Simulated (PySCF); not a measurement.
## Relaxation of singlet PdF₃⁺

Computed with PySCF, PBE0, basis Pd def2-TZVP with ECP28, F def2-TZVP (scalar-relativistic core potentials, no spin–orbit coupling, density fitting). A (50,194) grid was used.

A hand-made T-shaped start, of C2v symmetry, held to at least that symmetry:

```xyz
4
charge 1 multiplicity 1, angstrom
Pd    0.0000    0.0000   -0.2250
F     0.0000    0.0000    1.5782
F     1.8021    0.0000   -0.1621
F    -1.8021    0.0000   -0.1621
```

Optimiser trace:
| step | E − E(last) (kJ/mol) | largest gradient (Eh/bohr) |
| --- | --- | --- |
| 0 | 7.93 | 0.01862 |
| 1 | 0.18 | 0.00210 |
| 2 | 0.00 | 0.00018 |
| 3 | 0.00 | 0.00004 |

It ends at C2v with Pd–F 1.772 Å (×2), Pd–F 1.841 Å; F–Pd–F 91.0° (×2), F–Pd–F 178.1° (after a last refinement on a finer grid). No frequency check is given, so it may be a saddle point. Other isomers or separated fragments may lie lower.

Stability towards spin polarisation was not tested.

The relaxation took of the order of 100 core-seconds on a shared host.
